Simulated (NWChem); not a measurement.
System: ScBrCl2; SMILES [Sc]([Br])([Cl])[Cl]

```xyz
4

Sc    -0.0016     0.5221     0.0000
Cl     0.0010     1.6615    -1.9495
Cl     0.0010     1.6615     1.9495
Br    -0.0002    -1.9001     0.0000
```
Atoms are numbered in this order, from 1.

Level: PBE0/def2-SVP (NWChem), optimised geometry, unscaled harmonic frequencies. This build's default masses of Se (78.918 u) and Br (79.917 u) are each other's, which moves their modes by up to 0.6 %.

```tsv
frequency (cm⁻¹)	IR intensity (km/mol)
62	45.8
77	1.8
88	1.7
290	11.6
448	140.3
490	161.1
```

```json
{
  "zero_point_energy": "2.1 kcal/mol",
  "thermal correction to the enthalpy at 298.15 K (with zero-point energy)": "6.5 kcal/mol",
  "heat capacity Cv": "16.2 cal/(mol K)",
  "entropy at 298.15 K and 1 atm (symmetry number 2)": "85.2 cal/(mol K)",
  "dipole_moment": "0.08 D"
}
```

Rigid rotor and harmonic oscillator; modes under 100 cm⁻¹ make the entropy uncertain.
